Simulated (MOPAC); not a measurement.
A run for MOPAC: PM7 on HKO (SMILES [OH][K]), a point of a bond scan (R = 1.292 Å).

```
PM7 1SCF PRECISE CHARGE=0 THREADS=1
HKO

K     -0.00000000 1    -0.00000000 1    -0.74842630 1
O      0.00000000 1     0.00000000 1     1.47363496 1
H      0.00000000 1     0.00000000 1     2.76610484 1
```

It printed:

```
*******************************************************************************
 **                                                                           **
 **                              MOPAC v23.2.5                                **
 **                                                                           **
 *******************************************************************************
 ** MOPAC's Digital Object Identifier: https://doi.org/10.5281/zenodo.6511958 **
 **                                                                           **
 ** Please cite the open-source release paper for use of this MOPAC version:  **
 ** J. E. Moussa and J. J. P. Stewart (2026)                                  **
 ** MOPAC: An open-source semiempirical molecular orbital program             **
 ** J. Open Source Softw., 11(119), 8025, https://doi.org/10.21105/joss.08025 **
 *******************************************************************************

                              PM7 CALCULATION RESULTS

 *******************************************************************************
 *  PM7        - The PM7 Hamiltonian to be used
 *
 *
 *
 *                 CHARGE ON SYSTEM = 0
 *
 *
 *
 *  PRECISE    - TIGHTER CRITERIA TO BE USED
 *  1SCF       - DO 1 SCF AND THEN STOP
 *  THREADS=1  - MULTI-THREADING NOT USED
 *  T=         - A TIME OF 172800.0 SECONDS REQUESTED
 *  DUMP=N     - RESTART FILE WRITTEN EVERY 7200.0 SECONDS REQUESTED
 *******************************************************************************
PM7 1SCF PRECISE CHARGE=0 THREADS=1
 HKO

   ATOM   CHEMICAL          X               Y               Z
  NUMBER   SYMBOL      (ANGSTROMS)     (ANGSTROMS)     (ANGSTROMS)

     1       K         -0.00000000  *  -0.00000000  *  -0.74842630  *
     2       O          0.00000000  *   0.00000000  *   1.47363496  *
     3       H          0.00000000  *   0.00000000  *   2.76610484  *



          CARTESIAN COORDINATES

    NO.       ATOM           X           Y           Z

     1         K         -0.0000     -0.0000     -0.7484
     2         O          0.0000      0.0000      1.4736
     3         H          0.0000      0.0000      2.7661

 General Reference for PM7:
 "Optimization of Parameters for Semiempirical Methods VI: More Modifications to the
 NDDO Approximations and Re-optimization of Parameters", J. J. P. Stewart, J. Mol. Mod., 1:32, 19 (2013)
 https://link.springer.com/article/10.1007/s00894-012-1667-x

           Empirical Formula: H O K  =     3 atoms



      MOLECULAR POINT GROUP   :   C*v


      RHF CALCULATION, NO. OF DOUBLY OCCUPIED LEVELS = 4


 -------------------------------------------------------------------------------
 PM7 1SCF PRECISE CHARGE=0 THREADS=1
 HKO



     1SCF WAS SPECIFIED, SO BFGS WAS NOT USED
     SCF FIELD WAS ACHIEVED


                              PM7 CALCULATION
                                                       MOPAC v23.2.5 Linux




          FINAL HEAT OF FORMATION =         -9.12202 KCAL/MOL =     -38.16654 KJ/MOL


          COSMO AREA              =        138.37 SQUARE ANGSTROMS
          COSMO VOLUME            =        146.82 CUBIC ANGSTROMS

          IONIZATION POTENTIAL    =          8.298362 EV
          HOMO LUMO ENERGIES (EV) =         -8.298  1.491
          NO. OF FILLED LEVELS    =          4
          MOLECULAR WEIGHT        =         56.1056         POINT GROUP:  C*v

          MOLECULAR DIMENSIONS (Angstroms)

            Atom       Atom       Distance
            H     3    K     1     3.51453
            H     3    K     1     0.00000
            K     1    O     2     0.00000


          SCF CALCULATIONS        =          1





   ATOM   CHEMICAL          X               Y               Z
  NUMBER   SYMBOL      (ANGSTROMS)     (ANGSTROMS)     (ANGSTROMS)

     1       K         -0.00000000  *  -0.00000000  *  -0.74842630  *
     2       O          0.00000000  *   0.00000000  *   1.47363496  *
     3       H          0.00000000  *   0.00000000  *   2.76610484  *

                             CARTESIAN COORDINATES

   1    K       -0.000000000    -0.000000000    -0.748426300
   2    O        0.000000000     0.000000000     1.473634960
   3    H        0.000000000     0.000000000     2.766104840


           Empirical Formula: H O K  =     3 atoms



      MOLECULAR POINT GROUP   :   C*v


                  EIGENVALUES
 -20.04474 -11.65838  -8.29836  -8.29836   1.49100   2.92083   2.92083   3.30686
   6.00301


              NET ATOMIC CHARGES AND DIPOLE CONTRIBUTIONS

  ATOM NO.   TYPE          CHARGE      No. of ELECS.   s-Pop       p-Pop
    1          K           0.763569        0.2364     0.00005     0.23639
    2          O          -1.172909        7.1729     1.87669     5.29622
    3          H           0.409341        0.5907     0.59066
 DIPOLE           X         Y         Z       TOTAL
 POINT-CHG.     0.000     0.000    -5.608     5.608
 HYBRID        -0.000    -0.000     0.093     0.093
 SUM           -0.000    -0.000    -5.516     5.516


          ATOMIC ORBITAL ELECTRON POPULATIONS

     Atom    s        px        py        pz
    1  K   0.00005   0.04393   0.04393   0.14852
    2  O   1.87669   1.95607   1.95607   1.38408
    3  H   0.59066

 **********************
 *                    *
 * JOB ENDED NORMALLY *
 *                    *
 **********************




 == MOPAC DONE ==
```

The run finished.

Cost: about 0.03 core-seconds (a rough figure).
